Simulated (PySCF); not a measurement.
Computed shifts of a molecule C₄H₈Ge, PBE0/pcSseg-1 in PySCF, GIAO, gas phase, equivalent atoms averaged, in ppm (number of nuclei): ¹³C: 146.0 (2), 145.8 (2). ¹H: 6.76 (2), 6.68 (2), 6.52 (2), 4.75 (2). References: ⁷³Ge against GeH4 (σ = 1658.3 ppm); ¹³C against TMS (σ = 186.3 ppm); ¹H against TMS (σ = 31.56 ppm), references at their B3LYP-D3(BJ)/def2-TZVP geometries, non-relativistic. Geometry optimised at r2SCAN-D4/def2-SVP. The values are those of a single conformer.

Pick the molecule that these values belong to.
A) C=C=[C](C)[GeH3]
B) C=C1[CH2][GeH2][CH2]1
C) C=C/C=[CH]/[GeH3]
D) C=[CH][GeH2][CH]=C

D, C=[CH][GeH2][CH]=C
